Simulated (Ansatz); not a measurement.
**Which isomer of C3H8B gives these data?**

These gas-phase data were calculated for one isomer of C3H8B at B3LYP-D3(BJ)/def2-SVP (harmonic, unscaled wavenumbers; equilibrium rotational constants with average atomic masses):

- rotational constants: 7.818, 7.411, 3.991 GHz
- all wavenumbers above 1500 cm⁻¹: 3195, 3111, 3110, 3105, 3069, 3067, 2998, 2995
- dipole moment: 0.38 D (PBE0/def2-TZVPD)

Candidates:

(1) `CB[CH]C`, a doublet
(2) `[CH2]B(C)C`, a doublet

Question: Assign the data to one candidate and say why.

Answer: Candidate (2). No mode falls between 2350 and 2900 cm⁻¹, where the B–H stretch of (1) would stand.

The same quantities for all candidates:

```tsv
	rotational constants (GHz)	wavenumbers above 1500 cm⁻¹	dipole (D)	E above the lowest, B3LYP-D3(BJ)/def2-SVP (kcal/mol)
(1)	31.56, 3.331, 3.129	3123, 3103, 3098, 3060, 3027, 3003, 2982, 2545	1.20	5.6
(2)	7.818, 7.411, 3.991	3195, 3111, 3110, 3105, 3069, 3067, 2998, 2995	0.38	0.0
```

Each candidate is one conformer. Open shells are spin-unrestricted. Programs: Ansatz 0.2.0.
